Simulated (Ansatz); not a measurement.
CH3BN2 (`NB1C=N1`), charge 0, multiplicity 1.

(1) Give a relaxed structure at PBE0-D4/def2-TZVP (Ansatz 0.2.0). (Best estimate.)

Answers

(1) Ansatz gave: 
Z-matrix (Å, degrees):
```
N
B 1 1.383
H 1 1.005 2 122.3
H 1 1.004 2 123.2 3 180.0
C 2 1.451 1 162.1 3 -180.0
N 2 1.446 1 144.7 3 0.0
H 5 1.087 2 166.8 1 0.0
```
Point group Cs.
